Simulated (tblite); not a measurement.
C4H7ClOSi.
InChI=1S/C4H7ClOSi/c1-4-2-6-7(5)3-4/h3,7H,2H2,1H3/t7-/m0/s1

Method: GFN2-xTB as coded in tblite; computed harmonic values from a numerical Hessian at the method's own geometry, unscaled. This tight-binding method is rough: wavenumbers can miss measured ones by several per cent, in bad cases by 10 to 20. Modes of hydrogen on silicon can be 10 to 20 % off.

Harmonic wavenumbers (cm⁻¹): 73.5, 107.7, 132.2, 178.2, 248.3, 317.6, 414.1, 438.8, 549.3, 560.9, 597.7, 695.5, 785.5, 795.3, 838.2, 898.0, 950.1, 1009.6, 1039.8, 1090.1, 1122.8, 1175.9, 1257.6, 1309.8, 1397.2, 1457.5, 1471.6, 1473.5, 1668.0, 2307.5, 2890.7, 2922.2, 3000.2, 3014.0, 3049.8, 3120.8.

A = 4318, B = 1068, C = 962.7 MHz; mass 133.995 u (most abundant isotopes); point group C1, symmetry number 1.

What is the zero-point energy?

½Σν̃ = 22180 cm⁻¹ = 63.41 kcal/mol.

What is S at 350 K and 1 bar for an ideal gas of classical rigid rotors and harmonic oscillators?

Translation 41.41, rotation 29.15, vibration 24.61: S = 95.2 cal/(mol K).

And Cp and H(350 K) − H(0)?

Cp = 34.94 cal/(mol K), of which vibrations give 26.99 (their classical limit is 36 R = 71.5); H(350 K) − H(0) = 7.47 kcal/mol without the zero-point energy, 4.69 from vibrations.

Which modes carry the vibrational entropy at 350 K?

73.5 cm⁻¹: 4.37; 107.7 cm⁻¹: 3.62; 132.2 cm⁻¹: 3.22; 178.2 cm⁻¹: 2.65; 248.3 cm⁻¹: 2.03; 317.6 cm⁻¹: 1.59 cal/(mol K); the other 30 give 7.11 together.

What must be added to the electronic energy to get the Gibbs energy at 350 K and 1 bar?

ZPE + [H(350 K) − H(0)] − T·S = 63.41 + 7.47 − 33.31 = 37.57 kcal/mol.

How do the functions run with temperature in this model?

| T (K) | S (cal/(mol K)) | Cp (cal/(mol K)) | H − H(0) (kcal/mol) | G − H(0) (kcal/mol) | ln q(vib) |
| --- | --- | --- | --- | --- | --- |
| 150 | 73.0 | 19.5 | 2.02 | -8.93 | 1.85 |
| 250 | 84.8 | 27.3 | 4.35 | -16.84 | 3.73 |
| 298.15 | 89.9 | 31.1 | 5.76 | -21.04 | 4.65 |
| 400 | 100.1 | 38.4 | 9.30 | -30.72 | 6.61 |
| 600 | 117.8 | 49.3 | 18.15 | -52.56 | 10.42 |
| 900 | 139.9 | 59.4 | 34.58 | -91.34 | 15.79 |

q(vib) and H(0) count from the zero-point level.

Hindered rotation and anharmonicity are outside this model. The structure is chiral; the term R ln 2 for an equal mix with its mirror image is left out.

Time: 0.47 s wall. Hardware: one thread of an Arm Neoverse V1, no GPU (shared host). This covers the Hessian and the dipole derivatives.
